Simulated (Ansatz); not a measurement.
`C[SiH2][SiH](C)Cl` from Hartree–Fock to CCSD(T)

| atom | x (Å) | y (Å) | z (Å) |
| --- | --- | --- | --- |
| C1 | -2.506 | 0.021 | -0.428 |
| Si2 | -0.899 | 0.816 | 0.116 |
| Si3 | 0.851 | -0.739 | 0.109 |
| C4 | 2.534 | 0.006 | 0.406 |
| Cl5 | 0.843 | -1.634 | -1.767 |
| H6 | -2.393 | -0.420 | -1.420 |
| H7 | -3.311 | 0.758 | -0.467 |
| H8 | -2.800 | -0.771 | 0.265 |
| H9 | -1.028 | 1.388 | 1.488 |
| H10 | -0.525 | 1.931 | -0.800 |
| H11 | 0.601 | -1.836 | 1.085 |
| H12 | 2.574 | 0.455 | 1.403 |
| H13 | 2.748 | 0.784 | -0.330 |
| H14 | 3.311 | -0.758 | 0.340 |

Charge 0, multiplicity 1. Geometry: relaxed with PBE0-D4/def2-TZVP. It is one conformer, not always the lowest. Frozen core, restricted reference, Ansatz 0.2.0. CBS rows extrapolate triple and quadruple zeta; past MP2 they add the triple-zeta difference.

```tsv
basis	HF (Eh)	MP2 corr.
def2-TZVPP	-1118.48094	-0.79593
def2-QZVPP	-1118.51544	-0.85700
```

Task: Estimate the CCSD correlation energy and the (T) correction in each basis where they were run (hartree).

Result: 
```json
{"basis": "def2-TZVPP", "CCSD corr.": "-0.87164", "(T)": "-0.03406"}
{"basis": "CBS(def2)", "CCSD corr.": "-0.97795", "(T)": "as TZ"}
```
